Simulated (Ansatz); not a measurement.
Job for Ansatz (a quantum-chemistry and plane-wave program): U-PBE/def2-TZVPP on H4PbSi (SMILES [SiH3][PbH]), a point of a bond scan (R = 1.489 Å). Elements past Kr take the def2 small-core potentials; no spin–orbit coupling.

Ansatz 0.2 input:
```yaml
crystal:
  periodic: [false, false, false]
  atoms:
    - {symbol: Pb, position_ang: [0.01264380, 0.35481597, 0.33070929]}
    - {symbol: H, position_ang: [-0.43048829, 1.47502972, -1.08006028]}
    - {symbol: Si, position_ang: [-0.03318368, -1.72695224, -1.46551517]}
    - {symbol: H, position_ang: [0.95307064, -1.49870105, -2.55764763]}
    - {symbol: H, position_ang: [-1.37568005, -1.84281653, -2.09941456]}
    - {symbol: H, position_ang: [0.28087739, -3.05109006, -0.86382657]}
basis:
  gaussian:
    orbitals: def2-TZVPP
hamiltonian:
  xc: {name: PBE}
magnetization: {spin_polarized: true, initial_magnetization: 0}
```

The log:

```
WARN ansatz: RAYON_NUM_THREADS=1 ignored (pool sized by the plan → 1); use --threads N
Functional definition: PBE
integrals: 0.06 GiB planned
906 factors; their error is unknown
mean field: 0.54 GiB planned
mean field evaluation 1: about -13184.6809 eV, gradient 1.6e1 eV
mean field evaluation 2: about -13179.5835 eV, gradient 3.0e1 eV
mean field evaluation 4: about -13187.1039 eV, gradient 1.6e0 eV
mean field evaluation 8: about -13187.1150 eV, gradient 2.7e-2 eV
mean field evaluation 16: about -13187.0963 eV, gradient 4.9e-5 eV
mean field -13187.09631313 eV, -484.6168509724 hartree, gradient 4.9e-5 eV, S^2 0.000000; 1 other end points of the search recorded, 0 dependent functions left out
reference -13187.09635835 eV, -484.6168526343 hartree; 20, 20 occupied and 128, 128 virtual orbitals, 906 factors
Total energy: -13187.09635835 eV, -484.6168526343 hartree
```

The run converged.

Cost: roughly 3 core-seconds.
